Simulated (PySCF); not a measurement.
H₃Al, charge +1, doublet, geometry from GFN2-xTB (such geometries of metal compounds can be far from the true shape) (a state made from the parent by changing its charge; the spin is typed, not shown lowest). Base run: HF/6-31G* in PySCF.

PySCF was given this input:
```python
from pyscf import gto, scf, solvent

mol = gto.Mole()
mol.atom = '''
    Al    0.000000   -0.000000    0.000000
    H     0.647277   -0.460584    1.392704
    H    -0.321872    1.548855   -0.261108
    H    -0.325404   -1.088270   -1.131596
'''
mol.basis = '6-31g*'
mol.charge = 1
mol.spin = 1
mol.verbose = 4
mol.build()

mf = scf.UHF(mol)
mf.kernel()
```

Each row names what was changed in the base input (with any setting that the change needs).

```
change                                                            ΔE vs base (kcal/mol)
----------------------------------------------------------------  ---------------------
base                                                                              0.000
model = IEF-PCM; solvent = n-hexane                                              -36.29
model = IEF-PCM; solvent = dimethylsulfoxide; vdw_scale = 1.4                     -66.2
model = IEF-PCM; solvent = dimethylsulfoxide                                      -80.1
model = IEF-PCM; solvent = dimethylsulfoxide; lebedev_order = 41                  -80.1
model = IEF-PCM; solvent = acetonitrile                                           -79.5
model = C-PCM; solvent = dimethylsulfoxide                                        -80.2
model = IEF-PCM; solvent = dimethylsulfoxide; vdw_scale = 1.0                     -99.5
model = IEF-PCM; solvent = dimethylsulfoxide; vdw_scale = 1.1                     -90.6
model = IEF-PCM; solvent = dichloromethane                                        -72.1
model = IEF-PCM; solvent = water                                                  -80.9
model = ddCOSMO; solvent = dimethylsulfoxide                                      -69.1
```

The base is the gas phase, so ΔE is the electrostatic part of solvation at a fixed geometry, without cavity and dispersion terms.

Open shells are given as the SCF converged; they aren't shown to be the lowest states, and a large step between rows can be another state.
